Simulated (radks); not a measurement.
The oxygen anion O2-, [Ne], held by a Watson sphere: a shell of charge +2 at radius R that stands for the Madelung well of a crystal (potential energy -2/R inside, -2/r outside, in hartree with lengths in bohr). Method: non-relativistic Kohn-Sham, LDA (Slater exchange, VWN5 correlation), spin-unpolarised, spherical densities, point nucleus; computed with a radial shooting solver on a logarithmic mesh with Libxc functionals. Response by self-consistent Sternheimer equations with the Hartree and adiabatic LDA kernel. The sphere does not respond.

\begin{tabular}{lrrrrrrr}
R (bohr) & e(1s) (eV) & e(2s) (eV) & e(2p) (eV) & <r> 2p (bohr) & sum of <r^2> (bohr^2) & X-ray form factor at sin(theta)/lambda = 0.3 1/angstrom & alpha (bohr^3) \\ \hline
1.78 & -504.18 & -22.925 & -8.711 & 1.437 & 20.18 & 4.225 & 11.73 \\
2.44 & -503.95 & -20.165 & -6.449 & 1.589 & 24.81 & 4.069 & 22.45 \\
2.63 & -503.77 & -19.570 & -5.917 & 1.629 & 26.14 & 4.054 & 26.89 \\
2.67 & -503.73 & -19.455 & -5.812 & 1.637 & 26.42 & 4.052 & 27.92 \\
3.56 & -502.83 & -17.544 & -3.965 & 1.803 & 32.98 & 4.039 & 62.43 \\
3.57 & -502.82 & -17.528 & -3.949 & 1.805 & 33.06 & 4.039 & 62.97 \\
3.63 & -502.76 & -17.436 & -3.854 & 1.816 & 33.53 & 4.039 & 66.36 \\
3.84 & -502.58 & -17.139 & -3.544 & 1.852 & 35.22 & 4.040 & 79.57 \\
3.85 & -502.57 & -17.126 & -3.530 & 1.854 & 35.30 & 4.040 & 80.26 \\
\end{tabular}
